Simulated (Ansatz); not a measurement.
`O[SiH2][Si](O)(F)F` + H₂ → `O[Si](F)(F)[SiH3]` + H₂O  (hydrogenolysis of the Si–O bond)

Computed with Ansatz on PBE0-D4/def2-TZVP structures; ΔE is electronic, products minus reactants. CCSD(T)/CBS adds triple-zeta CCSD(T) − MP2 to the extrapolated MP2 energy (def2 sets, frozen cores). This one scheme is used for every species. DFT in def2-TZVPP. One conformer a species, not always the lowest.

`O[SiH2][Si](O)(F)F`:

Cartesian coordinates in Å:
```
O 0.752 0.911 -2.088
Si -0.504 0.438 -1.131
Si 0.272 -0.211 0.981
O -0.910 -0.965 1.796
F 1.534 -1.174 0.811
F 0.828 1.006 1.846
H 1.480 0.299 -2.208
H -1.255 -0.709 -1.711
H -1.404 1.609 -1.014
H -0.793 -1.204 2.718
```

H₂:

Z-matrix (Å, degrees):
```
H
H 1 0.746
```

`O[Si](F)(F)[SiH3]`:

```xyz
9

O    -1.322   -0.188    1.390
Si    0.099   -0.521    0.683
F     1.295   -0.203    1.684
F     0.219   -2.084    0.406
Si    0.287    0.709   -1.285
H    -1.565   -0.611    2.216
H     1.588    0.396   -1.929
H     0.223    2.157   -0.966
H    -0.824    0.345   -2.199
```

H₂O:

Z-matrix (Å, degrees):
```
O
H 1 0.960
H 1 0.960 2 105.1
```

Is it downhill or uphill in electronic energy at CCSD(T)/CBS, and by how much? (An estimate is asked.)

The calculation gave: Uphill: ΔE = +53.6 kJ/mol.

What do these levels give: B2PLYP, r2SCAN, PBE0, MP2/def2-TZVPP, MP2/def2-QZVPP, MP2/CBS(def2)? (An estimate is asked.)

Ansatz gave: B2PLYP 56.3, r2SCAN 58.3, PBE0 46.6, MP2/def2-TZVPP 59.4, MP2/def2-QZVPP 60.2, MP2/CBS(def2) 60.4 kJ/mol.

Largest T1 diagnostic among the species: 0.013.

The D4 term adds +5.1 kJ/mol with B3LYP and +2.8 kJ/mol with PBE0; it sums over pairs of atoms, weighted by their polarisabilities, and B3LYP, whose exchange is more repulsive, gets the larger term.

B3LYP here is the variant with VWN-RPA as its local correlation; programs differ in this.
